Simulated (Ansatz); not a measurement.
Ansatz (an electronic-structure program) input for CH3F3OSi, SMILES F[Si](F)(O)CF, PBE0/def2-TZVPD. Coordinates come from a ωB97X-D3(BJ)/def2-SVP optimisation. This is a generated structure with no PubChem entry under its InChIKey; it may be hypothetical. Other conformers were not sampled.

Ansatz 0.2 input:
```yaml
crystal:
  periodic: [false, false, false]
  atoms:
    - {symbol: O, position_ang: [-1.18322268, 0.52064756, 1.01254997]}
    - {symbol: Si, position_ang: [-0.31259555, -0.26522876, -0.12417400]}
    - {symbol: F, position_ang: [-0.49543166, -1.85553494, 0.04466947]}
    - {symbol: F, position_ang: [-0.84190900, 0.07403907, -1.60839866]}
    - {symbol: C, position_ang: [1.49505070, 0.21773286, 0.05826400]}
    - {symbol: F, position_ang: [1.50718295, 1.46741889, 0.68604539]}
    - {symbol: H, position_ang: [-0.72374907, 1.27277224, 1.40693704]}
    - {symbol: H, position_ang: [2.02102614, 0.29704665, -0.90753981]}
    - {symbol: H, position_ang: [2.04595726, -0.50150129, 0.68820947]}
basis:
  gaussian:
    orbitals: def2-TZVPD
hamiltonian:
  xc: {name: PBE0}
```

It prints:

```
WARN ansatz: RAYON_NUM_THREADS=2 ignored (pool sized by the plan → 2); use --threads N
Functional definition: PBE0
integrals: 0.23 GiB planned
1398 factors; their error is unknown
mean field: 1.95 GiB planned
mean field evaluation 1: about -19149.8349 eV, gradient 6.9e1 eV
mean field evaluation 2: about -19142.5231 eV, gradient 9.7e1 eV
mean field evaluation 4: about -19157.0303 eV, gradient 3.1e0 eV
mean field evaluation 8: about -19157.0746 eV, gradient 3.6e-1 eV
mean field evaluation 16: about -19157.0747 eV, gradient 4.1e-5 eV
mean field -19157.07470803 eV, -704.0095103885 hartree, gradient 4.1e-5 eV, S^2 0.000000; 0 other end points of the search recorded, 0 dependent functions left out
reference -19157.07475828 eV, -704.0095122351 hartree; 29, 29 occupied and 238, 238 virtual orbitals, 1398 factors
Total energy: -19157.07475828 eV, -704.0095122351 hartree
```

Self-consistency was reached.
